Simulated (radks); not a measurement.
Excited configurations of Sm LV: one electron is placed in a higher orbital outside [He] 2s2 2p3. The ground configuration is [He] 2s2 2p4. Calculated with a radial shooting solver on a logarithmic mesh with Libxc functionals: Dirac Kohn-Sham, PBEsol, spin-unpolarised, spherical densities, finite nucleus; open shells are shared between the two j in proportion to 2j + 1; Fermi nuclear charge, rms radius 5.0819 fm. Excitation = E - E(ground); binding = E(ion) - E, where the ion is the core of charge +55; n* = 55/sqrt(2 binding) in atomic units. These energies are relativistic, and a one-electron ion of charge +55 with no core already has n* below n in this formula (Dirac formula, point nucleus, mean over j: 3d 2.988, 4s 3.931, 4p 3.960, 4d 3.983, 4f 3.992, 5s 4.928, 5d 4.980, 6s 5.926, 6d 5.978, 7s 6.925, 7f 6.986). The quantum defect is therefore taken as that value minus n*, so that it holds no relativistic shift of the bare ion. Eigenvalue and <r> are those of j = l + 1/2.

[
 {"outer orbital": "3d", "excitation (eV)": "6613.9", "binding (eV)": "4673.5", "n*": "2.968", "quantum defect": "0.020", "eigenvalue (eV)": "-4593.3", "<r> (bohr)": "0.1857"},
 {"outer orbital": "4s", "excitation (eV)": "8496.8", "binding (eV)": "2790.6", "n*": "3.840", "quantum defect": "0.091", "eigenvalue (eV)": "-2766.3", "<r> (bohr)": "0.4015"},
 {"outer orbital": "4p", "excitation (eV)": "8583.9", "binding (eV)": "2703.4", "n*": "3.902", "quantum defect": "0.058", "eigenvalue (eV)": "-2653.7", "<r> (bohr)": "0.4003"},
 {"outer orbital": "4d", "excitation (eV)": "8661.9", "binding (eV)": "2625.5", "n*": "3.959", "quantum defect": "0.023", "eigenvalue (eV)": "-2591.0", "<r> (bohr)": "0.3736"},
 {"outer orbital": "4f", "excitation (eV)": "8705.0", "binding (eV)": "2582.4", "n*": "3.992", "quantum defect": "0.000", "eigenvalue (eV)": "-2547.1", "<r> (bohr)": "0.3249"},
 {"outer orbital": "5s", "excitation (eV)": "9527.7", "binding (eV)": "1759.7", "n*": "4.836", "quantum defect": "0.092", "eigenvalue (eV)": "-1745.2", "<r> (bohr)": "0.6370"},
 {"outer orbital": "5d", "excitation (eV)": "9610.4", "binding (eV)": "1677.0", "n*": "4.954", "quantum defect": "0.026", "eigenvalue (eV)": "-1657.4", "<r> (bohr)": "0.6155"},
 {"outer orbital": "6s", "excitation (eV)": "10077.7", "binding (eV)": "1209.7", "n*": "5.833", "quantum defect": "0.093", "eigenvalue (eV)": "-1200.1", "<r> (bohr)": "0.9270"},
 {"outer orbital": "6d", "excitation (eV)": "10124.6", "binding (eV)": "1162.8", "n*": "5.949", "quantum defect": "0.028", "eigenvalue (eV)": "-1150.2", "<r> (bohr)": "0.9119"},
 {"outer orbital": "7s", "excitation (eV)": "10405.0", "binding (eV)": "882.38", "n*": "6.830", "quantum defect": "0.095", "eigenvalue (eV)": "-875.43", "<r> (bohr)": "1.271"},
 {"outer orbital": "7f", "excitation (eV)": "10440.9", "binding (eV)": "846.44", "n*": "6.973", "quantum defect": "0.012", "eigenvalue (eV)": "-838.32", "<r> (bohr)": "1.217"}
]

The Delta-SCF ionisation energy is 11287.4 eV (NIST Atomic Spectra Database: 11060 eV, theoretical). Self-interaction in the functional shifts the binding energies and quantum defects, so they are the method's values and not measured ones. Spin polarisation and multiplet splitting are left out, so open shells lie too high by an amount that depends on their filling. Sharing an open shell by 2j + 1 raises it above the true ground level by a part of the spin-orbit splitting, which enters the differences from NIST.

Beside tabulated values, note that spin-unpolarised runs miss the spin-polarisation part of the exchange energy of open shells.
